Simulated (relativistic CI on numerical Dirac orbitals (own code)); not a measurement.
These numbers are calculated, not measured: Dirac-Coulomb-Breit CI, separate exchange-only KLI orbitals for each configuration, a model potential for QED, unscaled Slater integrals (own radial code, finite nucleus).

Configuration list (outside the closed core 1s2): 2s2, 2s 2p, 2p2, 2p 3s, 2p 3p, 2s 3s, 2s 3p, 2s 3d, 2s 4s, 2s 4p, 2s 4d, 2s 4f, 2s 5s, 3s2, 2s 5p, 2s 5d, 2s 5f, 2s 5g, 3s 3p, 3p2. Levels of other configurations are missing.

At this charge energies of transitions that change n are usually good to better than 1 %, and those within a shell (Δn = 0) to a few per cent.

Outline of the computed level scheme of Er LXV. Lowest level of each configuration: 2s2 1S_0 at 0.0 eV; 2s 2p 3P°_0 at 149.0 eV; 2p2 3P_0 at 424.4 eV; 2s 3s 3S_1 at 9047.8 eV; 2s 3p 3P°_0 at 9118.8 eV; 2p 3s 3P°_0 at 9234.4 eV; 2p 3p 3D_1 at 9277.3 eV; 2s 3d 3D_1 at 9448.4 eV; 2s 4s 3S_1 at 12149.1 eV.

Some strong electric-dipole decays among the lowest 36 levels: 2s 3d 3D_3 → 2s 2p 3P°_2 (1.2e+15 s⁻¹); 2s 3d 3D_2 → 2s 2p 3P°_1 (1.1e+15 s⁻¹); 2s 3d 1D_2 → 2s 2p 1P°_1 (1.0e+15 s⁻¹); 2s 3d 3D_1 → 2s 2p 3P°_0 (7.0e+14 s⁻¹); 2p 3p 3P_0 → 2s 2p 3P°_1 (5.2e+14 s⁻¹); 2s 3p 1P°_1 → 2s2 1S_0 (4.8e+14 s⁻¹); 2p 3p 3P_1 → 2s 2p 3P°_2 (4.0e+14 s⁻¹); 2p 3p 1S_0 → 2s 2p 1P°_1 (3.8e+14 s⁻¹).

LS names give the leading component of a level, which can be under half, so a name can repeat, a term be missing and a line seem to break the LS rules.
